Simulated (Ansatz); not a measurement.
Cost and result for the atomization energy of `[CH3][Ga]([PH2])[BH]O` (12 atoms, 11 bonds).

```xyz
12

C    -1.9862   -0.5408   -0.0285
Ga   -0.0261   -0.2869   -0.0972
P     1.2302   -2.1468    0.5385
B     0.9598    1.4113   -0.8522
O     1.2104    2.4453   -0.0128
H    -2.4308   -0.3529   -1.0095
H    -2.2661   -1.5427    0.2983
H    -2.4220    0.1849    0.6644
H     0.4700   -2.4215    1.7057
H     2.2474   -1.4292    1.2196
H     1.3341    1.5032   -1.9985
H     1.6792    3.1761   -0.4276
```

Charge 0, multiplicity 1. Correlated methods include outer-core shells of Ga, which these sets cover unevenly. Scalar relativity is left out up to krypton. All single points use the PBE0-D4/def2-TZVP geometry. It is one conformer, not always the lowest. Program: Ansatz. All runs use 4 threads of an AMD EPYC 9B45 on a shared host. Times are those of one run each, without the atoms' runs, and a repeat can differ threefold. Electronic energies, without spin–orbit coupling; frozen cores. CCSD(T)/CBS adds CCSD(T) − MP2 in def2-TZVPP to the MP2 limit, and its time is that of the two runs behind it. T1 = 0.014. With those shells the extrapolation isn't a true limit. HSE06 is the plane-wave form, built on full-range PBE exchange.

CCSD(T)/CBS is a level of theory with its own doubt, some kJ/mol a heavy atom from the limit and from the frozen cores, so smaller differences don't rank the functionals.

| level | functions | wall time |
| --- | --- | --- |
| revPBE-D4/def2-TZVPP | 281 | 1 s |
| BLYP-D4/def2-TZVPP | 281 | 1.1 s |
| HSE06-D4/def2-TZVPP | 281 | 1.9 s |
| CAM-B3LYP-D4/def2-TZVPP | 281 | 2 s |
| r2SCAN-D4/def2-TZVPP (with forces) | 281 | 2.1 s |
| r2SCANh-D4/def2-TZVPP | 281 | 2.5 s |
| PBE-QIDH/def2-TZVPP | 281 | 2.9 s |
| B2PLYP/def2-TZVPP | 281 | 2.9 s |
| B97M-V/def2-TZVPP | 281 | 3.7 s |
| CCSD(T)/def2-SVP | 127 | 4 s |
| MP2/def2-QZVPP | 540 | 12 s |
| CCSD(T)/def2-TZVPP | 281 | 99 s |
| CCSD(T)/CBS(def2) | – | 110 s |

Task: What atomization energy does each give, and how far from CCSD(T)/CBS? (Estimate.)

Result: Ansatz gave: 
```csv
level,atomization (kJ/mol),difference from CCSD(T)/CBS,per bond
revPBE-D4/def2-TZVPP,3976.0,-40.3,-3.7
BLYP-D4/def2-TZVPP,4000.0,-16.3,-1.5
HSE06-D4/def2-TZVPP,4017.5,1.2,0.1
CAM-B3LYP-D4/def2-TZVPP,4033.8,17.5,1.6
r2SCAN-D4/def2-TZVPP (with forces),4036.9,20.6,1.9
r2SCANh-D4/def2-TZVPP,4013.8,-2.5,-0.2
PBE-QIDH/def2-TZVPP,3990.7,-25.6,-2.3
B2PLYP/def2-TZVPP,3970.5,-45.8,-4.2
B97M-V/def2-TZVPP,4039.4,23.1,2.1
CCSD(T)/def2-SVP,3776.5,-239.8,-21.8
MP2/def2-QZVPP,4015.0,-1.3,-0.1
CCSD(T)/def2-TZVPP,3922.5,-93.8,-8.5
CCSD(T)/CBS(def2),4016.3,0.0,0.0
```

From r2SCAN to r2SCAN0 (25 % exact exchange), in def2-TZVPP and without D4, the atomization energy moves by −56.8 kJ/mol: exact exchange takes away binding that semilocal exchange gives to molecules. Leaving LDA and LC-ωPBE aside and taking each functional with its dispersion term where it has one, the values, not all of them listed here, spread over 153.4 kJ/mol, from BHLYP-D4 to PBE-D4. LDA lies +532.8 kJ/mol from PBE without D4, its usual overbinding. At CCSD(T), def2-SVP lies −239.8 kJ/mol from the extrapolated value and def2-TZVPP −93.8 kJ/mol: correlation converges slowly with the basis, and small sets miss more of it in the bonded molecule than in its fragments.
